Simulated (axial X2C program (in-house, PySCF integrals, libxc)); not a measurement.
## What spin–orbit coupling does to KBe

Calculated with an in-house all-electron X2C program for linear molecules (integrals from PySCF). Spin-free means the one-electron spin-free X2C Hamiltonian; two-component (2c) means X2C with spin–orbit coupling and atomic mean-field two-electron Coulomb and Gaunt terms, so the difference of the two also holds small scalar two-electron terms. Basis: K dyall-cv3z [11s12p6d3f], Be dyall-cv3z [8s8p3d1f] (cores contracted in-house); Gaussian nuclei, density fitting, unrestricted open shells. Masses: K 38.964 u, Be 9.012 u.

Spin-free state: M_S = 1/2, Λ = 0 (beyond evenly filled blocks: σα); fragments K + Be.

| level | Re (Å) | ωe (cm⁻¹) | De (eV) | μ (D) |
| --- | --- | --- | --- | --- |
| PBE0 | 3.375 | 170.1 | 0.301 | -3.72 |
| MP2 | 3.489 | 119.2 | n/a | n/a |
| r2SCAN0 | 3.403 | 167.7 | 0.325 | -4.03 |

Correlated methods: 11 electrons correlated (number of frozen shells: K 2 s, 1 p; Be 1 s), 217 virtual spin orbitals or spinors in MP2.

Dipoles are positive if Be is the positive end.

Two-component determinant lowest at the distance of the search:

Ω = 1/2 (⟨Sz⟩ = 0.50, ⟨Lz⟩ = 0.00 at HF); fragments K + Be.

| level | Re (Å) | ωe (cm⁻¹) | De (eV) | μ (D) |
| --- | --- | --- | --- | --- |
| PBE0 | 3.375 | 170.1 | 0.301 | -3.72 |
| MP2 | 3.489 | 119.1 | n/a | n/a |
| r2SCAN0 | 3.403 | 167.6 | 0.325 | -4.03 |

**Question.** From the two tables, how do the constants change at the MP2 level (2c against spin-free)?

**Answer.** At the MP2 level Re is unchanged within 0.001 Å and ωe is unchanged to within 0.2 cm⁻¹.

The state is one determinant whose occupation by symmetry is held fixed; it was picked as the lowest of a PBE0 search that is not exhaustive. Dissociation energies refer to the lowest single-determinant-based atoms at the same level and basis. Density functionals use the spin component along the axis (collinear). The determinant is spin-polarised beyond a pure state at some levels (its spin-free form has ⟨S²⟩ too high), which makes Re and μ there less reliable.
